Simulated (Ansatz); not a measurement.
Computed with Ansatz on PBE0-D4/def2-TZVP structures; ΔE is electronic, products minus reactants. CBS: MP2 limit from def2 TZ/QZ plus the TZ coupled-cluster correction, frozen cores. This one scheme is used for every species. Functionals use def2-TZVPP. B3LYP here is the variant with VWN-RPA as its local correlation; programs differ in this. Each species was taken in one conformer, which may not be the lowest.

`C=N[SiH2]N` + `N[SiH](O)O` → `N[SiH2]O[SiH](N)O` + `C=N`  (ligand exchange at the Si–N bond)

Q: Is it downhill or uphill in electronic energy at CCSD(T)/CBS, and by how much? (An estimate is asked.)

A: Computed: Downhill: ΔE = -19.9 kcal/mol.

Q: What do these levels give: PBE-D4, PBE0-D4, ωB97X-V, ωB97M-V, B2PLYP, B3LYP, MP2/def2-TZVPP, CCSD(T)/def2-TZVPP, HF/def2-QZVPP, MP2/def2-QZVPP, SCS-MP2/def2-QZVPP, HF/CBS(def2)? (Best estimate.)

A: Computed: PBE-D4 -18.2, PBE0-D4 -19.1, ωB97X-V -19.9, ωB97M-V -20.0, B2PLYP -18.8, B3LYP -17.9, MP2/def2-TZVPP -19.6, CCSD(T)/def2-TZVPP -20.4, HF/def2-QZVPP -19.7, MP2/def2-QZVPP -19.3, SCS-MP2/def2-QZVPP -19.5, HF/CBS(def2) -19.7 kcal/mol.

Largest T1 diagnostic among the species: 0.012.

From PBE to PBE0 (25 % exact exchange), in def2-TZVPP and without D4, ΔE moves by −1.0 kcal/mol. The D4 term adds −2.2 kcal/mol with B3LYP and −1.3 kcal/mol with PBE0; it sums over pairs of atoms, weighted by their polarisabilities, and B3LYP, whose exchange is more repulsive, gets the larger term.
